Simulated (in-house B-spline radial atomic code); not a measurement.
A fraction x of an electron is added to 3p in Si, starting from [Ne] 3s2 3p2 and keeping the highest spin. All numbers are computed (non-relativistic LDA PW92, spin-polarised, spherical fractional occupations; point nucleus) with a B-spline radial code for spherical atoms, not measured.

```csv
x,E(x) - E(0) (eV),3p up level (eV)
0,0.0000,-4.624
0.1,-0.4287,-3.954
0.2,-0.7913,-3.301
0.3,?,?
0.4,-1.3256,-2.055
0.5,?,?
0.6,-1.6195,-0.901
0.7,-1.6825,-0.364
```

**Question.** What belongs in the row x = 0.3?

**Answer.** An energy change of -1.0896 eV; 3p up at -2.668 eV.

**Question.** What belongs in the row x = 0.5?

**Answer.** An energy change of -1.5014 eV; 3p up at -1.465 eV.

**Question.** Check Janak's theorem between x = 0.1 and 0.2.

**Answer.** The slope of the energy is -3.63 eV; the orbital levels give -3.63 eV (ε of the filling orbital, averaged over the two points).

**Question.** Up to what added charge does this functional bind the extra electron?

**Answer.** The highest level rises by about 5.4 eV per electron near x = 0.7 and would reach zero near x = 0.77, so a whole extra electron isn't bound at the basis-set limit.
